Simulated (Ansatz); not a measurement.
Program: Ansatz. Geometries: PBE0-D4/def2-TZVP. ΔE: electronic, gas phase. CBS: MP2 limit from def2 TZ/QZ plus the TZ coupled-cluster correction, frozen cores. This one scheme is used for every species. DFT in def2-TZVPP. B3LYP here is the variant with VWN-RPA as its local correlation; programs differ in this. Each species was taken in one conformer, which may not be the lowest.

Reaction (hydrogenolysis of the Si–S bond): `C=C[SiH2]S[SiH](F)F` + H₂ → `C=C[SiH3]` + `F[SiH](F)S`

```csv
level,ΔE (kcal/mol),difference from CCSD(T)/CBS
PBE-D4,13.9,1.0
r2SCAN-D4,14.0,1.1
PBE0-D4,13.4,0.5
B3LYP-D4,12.9,0.0
ωB97X-V,11.9,-1.0
ωB97M-V,12.6,-0.3
B2PLYP,10.1,-2.8
PBE,10.7,-2.2
r2SCAN,13.0,0.1
PBE0,10.5,-2.4
B3LYP,7.8,-5.1
HF/def2-TZVPP,5.2,-7.7
MP2/def2-TZVPP,14.3,1.4
SCS-MP2/def2-TZVPP,11.9,-1.0
CCSD/def2-TZVPP,9.9,-3.0
CCSD(T)/def2-TZVPP,11.5,-1.4
HF/def2-QZVPP,5.1,-7.8
MP2/def2-QZVPP,15.2,2.3
SCS-MP2/def2-QZVPP,12.6,-0.3
HF/CBS(def2),5.1,-7.8
MP2/CBS(def2),15.8,2.9
CCSD/CBS(def2),11.4,-1.5
CCSD(T)/CBS,12.9,0
```

Largest T1 diagnostic among the species: 0.012.

In def2-TZVPP, CCSD(T) changes the Hartree–Fock value by +6.2 kcal/mol (the triples alone add +1.6 kcal/mol) and MP2 by +9.1 kcal/mol. The D4 term adds +5.2 kcal/mol with B3LYP and +3.0 kcal/mol with PBE0; it sums over pairs of atoms, weighted by their polarisabilities, and B3LYP, whose exchange is more repulsive, gets the larger term.
